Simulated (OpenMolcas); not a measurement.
Hf3+: moving or changing the point charges

Hf3+ among 5 point charges of -1 e arranged as a trigonal bipyramid (D3h), 2.17 Å from the ion, with the axial distance 2.213 Å.

```yaml
Program: OpenMolcas
Method: CASSCF
Basis: ANO-RCC-VDZP [7s6p4d2f1g]
Scalar_Hamiltonian: DKH2, point nucleus
Active_space: 1 electron in 5 orbitals (5d)
State_averaging: 2S+1 = 2 even, 5 roots
Spin-orbit_coupling: state interaction with AMFI integrals over the reference wave functions
```

Runs around this geometry, states (labels of D3, the rotations of D3h). Energies in cm-1 above the lowest state or level, χT in cm3 K/mol.

```csv
R (Å),q (e),Axial / equatorial distance,Ground state,First state of that spin,First gap with spin-orbit (degeneracies),χT at 300 K
2.17,-0.8,1.02,2E,2E 924.3,"622.1 (2, 2)",0.226
2.17,-1,1.02,2E,2E 771.0,"772.1 (2, 2)",0.209
2.33,-1,1.02,2E,2E 631.0,"808.5 (2, 2)",0.219
2.17,-1,1.1,2E,2E 2219,"299.6 (2, 2)",0.156
```

Taking the first state of the same spin as R^-n, n = -ln(631 / 771) / ln(2.33 / 2.17) = 2.8 between the shortest and longest distance.

Scaling the charges by -0.8 / -1 = 0.80 scales the first state of the same spin by 924.3 / 771 = 1.20; with fixed orbitals a first-order splitting would follow the charge.

An orbital doublet at a regular site is open to a Jahn-Teller distortion, which this geometry leaves out. This is an electrostatic model: the charges have no orbitals. No measured value stands beside these numbers.
